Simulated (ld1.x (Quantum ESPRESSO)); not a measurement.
## Ranking ultrasoft potentials for Ge (Z = 32)

All share these settings but for the change named:

germanium, ultrasoft, made with ld1.x (Quantum ESPRESSO) 7.5 (PBE, non-relativistic). Core [Ar] 3d10, reference 4s2 4p2. Waves: 4s (bound): rcut 1.30, rcutus 1.80 bohr; 4s channel at 0.25 Ry: rcut 1.30, rcutus 1.80 bohr; 4p (bound): rcut 1.65, rcutus 2.10 bohr; 4p channel at 1.4 Ry: rcut 1.65, rcutus 2.10 bohr; 4d channel at 0.35 Ry: rcut 1.80, rcutus 2.05 bohr; 4d channel at 2.35 Ry: rcut 1.80, rcutus 2.05 bohr. Local part: all-electron potential smoothed inside 1.40 bohr (lloc = -2). Core correction: a·sin(br)/r model core inside 1.15 bohr. Augmentation charge: PSQ, radius 1.40 bohr.

Cutoff: the first of the cutoffs (Ry, on a coarse ladder) from which the occupation-weighted sum of valence levels, in a spherical-Bessel basis at the reference potential, stays within 10 and 1 mRy of its value at 400 Ry; the density cutoff is not measured.

The base gives 10 Ry.

Of 12 variants that were run, those that failed, showed a ghost or another fault, or gave nearly equal values are left out.

A variant can come out equal or close to the base.

Rank these variants from softest to hardest (loose cutoff).
A. waves 4d channel at 0.35 Ry: rcut 1.80, rcutus 2.76 bohr; 4d channel at 2.35 Ry: rcut 1.80, rcutus 2.76 bohr
B. core [Ar], valence charge 14; reference 3d10 4s2 4p2; waves now 4s (bound): rcut 1.70, rcutus 1.90 bohr; 4s channel at 0.25 Ry: rcut 1.70, rcutus 1.90 bohr; 4p (bound): rcut 1.80, rcutus 2.10 bohr; 4p channel at 1.4 Ry: rcut 1.80, rcutus 2.10 bohr; 3d (bound): rcut 1.00, rcutus 1.25 bohr; 3d channel at 2.35 Ry: rcut 1.00, rcutus 1.25 bohr; 4f channel at 0.1 Ry: rcut 1.85, rcutus 2.40 bohr; local potential all-electron potential smoothed inside 2.35 bohr (lloc = -1); core correction none; augmentation PSQ, radius 0.90 bohr
C. waves 4s (bound): rcut 1.30, rcutus 1.68 bohr; 4s channel at 0.25 Ry: rcut 1.30, rcutus 1.68 bohr

A (10 Ry), C (12 Ry), B (80 Ry).
